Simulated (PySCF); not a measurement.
## SeN⁻ at ROHF-MP2

Level: ROHF-MP2. PySCF, no relativity, basis sets Se aug-pcseg-1, N aug-pcseg-1.

```json
{"state": "³Σ⁻ (triplet), unpaired electrons π ↑↑", "bond length": "1.744 Å", "harmonic wavenumber": "718 cm⁻¹", "force constant": "3.61 mdyn/Å", "rotational constant Be": "0.4652 cm⁻¹", "anharmonicity ωexe": "4.10 cm⁻¹", "vibration–rotation constant αe": "0.00451 cm⁻¹"}
```

Correlated steps freeze 10 core orbitals. Spin–orbit coupling is left out. The state is the lowest determinant that a PBE0 search found; another state may lie lower at other levels.
